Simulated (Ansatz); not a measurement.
`C=N[SiH](C)O` → `C[SiH2]C(N)=O`  (isomerisation)

Isolated molecules relaxed with PBE0-D4/def2-TZVP in Ansatz; ΔE leaves out vibrations. CCSD(T)/CBS is the MP2 limit (def2-TZVPP, def2-QZVPP) plus CCSD(T) − MP2 in def2-TZVPP, frozen cores. DFT in def2-TZVPP. B3LYP here is the variant with VWN-RPA as its local correlation; programs differ in this. HSE06 is defined as in plane-wave codes. Each species was taken in one conformer, which may not be the lowest.

`C=N[SiH](C)O`:

```xyz
12

C    -1.689   -0.533    1.320
N    -0.439   -0.428    1.235
Si    0.483   -0.389   -0.238
C     1.329    1.254   -0.344
O    -0.428   -0.558   -1.608
H    -2.360   -0.626    0.452
H    -2.182   -0.534    2.300
H     1.436   -1.527   -0.134
H     0.591    2.052   -0.458
H     2.003    1.287   -1.202
H     1.906    1.448    0.563
H    -0.650   -1.447   -1.886
```

`C[SiH2]C(N)=O`:

```xyz
12

C    -1.602    1.038   -0.413
Si   -0.247    0.427    0.706
C     1.084   -0.423   -0.391
N     1.623   -1.597    0.015
O     1.422    0.127   -1.425
H    -2.309    1.671    0.127
H    -2.152    0.203   -0.852
H    -1.158    1.619   -1.224
H    -0.752   -0.528    1.737
H     0.435    1.545    1.409
H     2.335   -2.035   -0.549
H     1.321   -2.048    0.860
```

CCSD(T)/CBS gives +119.1 kJ/mol.

(1) Another level gave +101.0 kJ/mol. Which?
A. revPBE-D4/def2-TZVPP
B. BHLYP/def2-TZVPP
C. HSE06/def2-TZVPP
D. B3LYP/def2-TZVPP

Largest T1 diagnostic among the species: 0.015.

Results:

(1) D. B3LYP 101.0, revPBE-D4 79.4, HSE06 89.2, BHLYP 114.2 kJ/mol.

At CCSD(T), def2-SVP lies −39.9 kJ/mol from the extrapolated value and def2-TZVPP −2.3 kJ/mol. From r2SCAN to r2SCAN0 (25 % exact exchange), in def2-TZVPP and without D4, ΔE moves by +7.7 kJ/mol. In def2-TZVPP, CCSD(T) changes the Hartree–Fock value by −8.4 kJ/mol (the triples alone add −4.1 kJ/mol) and MP2 by −5.5 kJ/mol.

CCSD(T)/CBS has its own doubt, a few kJ/mol and more with outer-core shells, so smaller differences from it don't rank the levels.
